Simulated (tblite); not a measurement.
C6H11ClO2Si.
Z-matrix (Å and degrees, GFN2-xTB geometry), rows numbered from 1:
```
C 
C   1  1.5220
O   2  1.4274  1  111.12
C   3  1.3294  2  117.09  1   -81.02
O   4  1.2073  3  124.81  2    -2.60
C   4  1.4875  3  112.62  2   177.37
Cl  6  1.7198  4  116.22  3     2.47
C   6  1.3303  4  122.55  3  -176.61
Si  8  1.8884  6  123.10  4   178.36
C   9  1.8962  8  107.40  6  -177.03
H   1  1.0873  2  109.90  3    65.76
H   1  1.0875  2  110.16  3   -54.32
H   1  1.0860  2  109.73  3  -174.48
H   2  1.0915  1  111.35  3   116.47
H   2  1.0948  1  110.29  3  -121.00
H   8  1.0815  6  115.38  4    -0.93
H   9  1.4666  8  108.69  6    62.83
H   9  1.4667  8  108.26  6   -57.52
H  10  1.0864  9  111.70  8   -63.07
H  10  1.0864  9  111.54  8    57.45
H  10  1.0854  9  110.71  8   177.15
```

Level: GFN2-xTB in tblite, geometry and Hessian alike; calculated harmonic values, unscaled, isolated species. This tight-binding method is rough: wavenumbers can miss measured ones by several per cent, in bad cases by 10 to 20. Modes of hydrogen on silicon can be 10 to 20 % off. One conformer, not necessarily the lowest.

Harmonic wavenumbers (cm⁻¹): 27.2, 50.7, 51.6, 73.0, 89.5, 117.1, 145.7, 156.5, 163.0, 207.3, 275.3, 295.8, 369.7, 409.4, 455.2, 467.6, 577.0, 591.0, 679.1, 705.5, 707.6, 754.5, 774.8, 789.4, 815.7, 829.2, 831.2, 847.9, 917.0, 979.5, 1074.7, 1100.4, 1156.2, 1181.6, 1214.4, 1257.6, 1322.1, 1373.0, 1399.2, 1437.6, 1479.2, 1481.2, 1488.0, 1489.3, 1622.3, 1736.3, 2230.0, 2237.8, 2947.0, 2986.5, 3037.0, 3037.5, 3044.7, 3049.2, 3052.2, 3055.7, 3059.7.

A = 2044, B = 442.6, C = 381.9 MHz; mass 178.022 u (most abundant isotopes); point group C1, symmetry number 1.

**Question.** What is the zero-point energy?

**Answer.** Half the sum of the wavenumbers: 33852 cm⁻¹ = 404.96 kJ/mol.

**Question.** Give the ideal-gas entropy at 298.15 K and 1 bar in the rigid-rotor, harmonic-oscillator model (classical rotation).

**Answer.** Translation 173.48, rotation 130.58, vibration 196.14: S = 500.2 J/(mol K).

**Question.** And Cp and H(298.15 K) − H(0)?

**Answer.** Cp = 203.30 J/(mol K), of which vibrations give 170.05 (their classical limit is 57 R = 473.9); H(298.15 K) − H(0) = 38.17 kJ/mol without the zero-point energy, 28.25 from vibrations.

**Question.** Which modes carry the vibrational entropy at 298.15 K?

**Answer.** 27.2 cm⁻¹: 25.20; 50.7 cm⁻¹: 20.04; 51.6 cm⁻¹: 19.90; 73.0 cm⁻¹: 17.03; 89.5 cm⁻¹: 15.36; 117.1 cm⁻¹: 13.17 J/(mol K); the other 51 give 85.44 together.

**Question.** What must be added to the electronic energy to get the Gibbs energy at 298.15 K and 1 bar?

**Answer.** ZPE + [H(298.15 K) − H(0)] − T·S = 404.96 + 38.17 − 149.14 = 293.99 kJ/mol.

**Question.** How do the functions run with temperature in this model?

**Answer.** 
```json
{"T (K)": "100", "S (J/(mol K))": "339.3", "Cp (J/(mol K))": "107.9", "H − H(0) (kJ/mol)": "7.30", "G − H(0) (kJ/mol)": "-26.63", "ln q(vib)": "3.83"}
{"T (K)": "200", "S (J/(mol K))": "429.0", "Cp (J/(mol K))": "156.1", "H − H(0) (kJ/mol)": "20.52", "G − H(0) (kJ/mol)": "-65.29", "ln q(vib)": "8.29"}
{"T (K)": "300", "S (J/(mol K))": "501.5", "Cp (J/(mol K))": "204.2", "H − H(0) (kJ/mol)": "38.55", "G − H(0) (kJ/mol)": "-111.89", "ln q(vib)": "12.26"}
{"T (K)": "500", "S (J/(mol K))": "625.7", "Cp (J/(mol K))": "284.3", "H − H(0) (kJ/mol)": "87.85", "G − H(0) (kJ/mol)": "-224.98", "ln q(vib)": "19.48"}
{"T (K)": "800", "S (J/(mol K))": "777.4", "Cp (J/(mol K))": "360.4", "H − H(0) (kJ/mol)": "185.59", "G − H(0) (kJ/mol)": "-436.32", "ln q(vib)": "29.08"}
{"T (K)": "1000", "S (J/(mol K))": "861.5", "Cp (J/(mol K))": "393.3", "H − H(0) (kJ/mol)": "261.14", "G − H(0) (kJ/mol)": "-600.40", "ln q(vib)": "34.80"}
```

q(vib) and H(0) count from the zero-point level.

Hindered rotation and anharmonicity are outside this model. Other conformers, if any are populated, would add a mixing term that is left out. The structure is chiral; the term R ln 2 for an equal mix with its mirror image is left out.
